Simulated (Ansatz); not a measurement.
Reaction (ligand exchange at the Si–N bond): `C/N=C/N[SiH3]` + `FC1NCO1` → `FC1OCN1[SiH3]` + `C/N=C\N`

Gas-phase electronic energies from Ansatz, PBE0-D4/def2-TZVP geometries. CCSD(T)/CBS is the MP2 limit (def2-TZVPP, def2-QZVPP) plus CCSD(T) − MP2 in def2-TZVPP, frozen cores. Double bonds are as drawn, so ΔE can hold a change between cis and trans. DFT in def2-TZVPP. B3LYP here is the variant with VWN-RPA as its local correlation; programs differ in this. One conformer a species, not always the lowest.

```
             level  ΔE (kJ/mol)  difference from CCSD(T)/CBS
         r2SCAN-D4         13.3                         -1.3
          B3LYP-D4         12.6                         -2.0
           ωB97X-V         14.0                         -0.6
           ωB97M-V         15.1                          0.5
               PBE         14.9                          0.3
              PBE0         15.7                          1.1
    MP2/def2-TZVPP         14.8                          0.2
   CCSD/def2-TZVPP         16.1                          1.5
SCS-MP2/def2-QZVPP         14.6                          0.0
    CCSD/CBS(def2)         14.9                          0.3
       CCSD(T)/CBS         14.6                            0
```

Largest T1 diagnostic among the species: 0.013.
